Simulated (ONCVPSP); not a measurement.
# Ranking ONCV potentials for Ti

All share these settings but for the change named:

Ti (Z = 22), optimised norm-conserving Vanderbilt (ONCV), made with ONCVPSP 4.0.1 (PBE, scalar-relativistic). Core [Ne], reference 3s2 3p6 3d2 4s2. Waves: 3s+4s: rc 1.55 bohr, ncon 4, nbas 8, qcut 8.4 1/bohr, 2 projectors; 3p: rc 1.55 bohr, ncon 3, nbas 6, qcut 8.8 1/bohr, 1 projector; 3d: rc 2.40 bohr, ncon 3, nbas 7, qcut 5.4 1/bohr, 2 projectors, debl 3.1 Ha. Local part: polynomial inside 1.10 bohr (lpopt 5, dvloc0 6 Ha). Core correction: Teter function, fcfact 4.5, rcfact 1.6.

Cutoff: the first of the cutoffs (Ha) at which the residual kinetic energy of the hardest occupied pseudo-wave falls to 1 and 0.1 mHa per electron; the density cutoff is not measured.

The base gives 23 Ha.

Of 11 variants that were run, those that failed, showed a ghost or another fault, or gave nearly equal values are left out.

A variant can come out equal or close to the base.

(1) Rank these variants from softest to hardest (loose cutoff).
A. s: rc 1.58
B. all radii but the core radius scaled by about 1.27 (s 1.96, p 1.96, d 3.04 bohr); local potential polynomial inside 1.40 bohr (lpopt 5, dvloc0 6 Ha)
C. s: qcut 10.1; p: qcut 10.6; d: qcut 6.5
D. s: qcut 11

Results:

(1) B (19 Ha), A (22 Ha), C (28 Ha), D (32 Ha).
